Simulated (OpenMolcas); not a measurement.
**Which level was it?**

C2H5AlBN: 10 atoms, total charge 0, spin state singlet. SMILES: `B[C]1=C[NH][AlH]1`. The shape is that of a PBE0-D4/def2-TZVP optimisation.

```tsv
atom	x (Å)	y (Å)	z (Å)
B	-1.2530	0.5767	-1.4187
C	-0.1438	0.2428	-0.4788
C	-0.3150	-0.4713	0.7023
N	0.8209	-0.6735	1.4228
Al	1.6885	0.2649	0.0805
H	-2.3757	0.2170	-1.1617
H	-1.0762	1.1954	-2.4326
H	-1.2730	-0.8592	1.0617
H	0.7920	-1.1794	2.2897
H	3.2184	0.6355	-0.0622
```

A calculation with OpenMolcas 26.06 gave:

* total energy: -397.4588 Eh
* dipole moment: 3.87 D
* HOMO energy: -8.22 eV
* LUMO energy: 1.58 eV
* HOMO–LUMO gap: 9.80 eV
* largest force: 1.773 eV/Å

Question: Which of these levels gave the numbers?
A. HF/3-21G
B. B3LYP/6-31G* (Cartesian functions)
C. M06-L/6-31G* (spherical functions)
D. BLYP/6-31G* (spherical functions)

Answer: A. The others give -401.2249 Eh (B3LYP/6-31G* (Cartesian functions)), -401.1742 Eh (M06-L/6-31G* (spherical functions)), -401.1210 Eh (BLYP/6-31G* (spherical functions)).
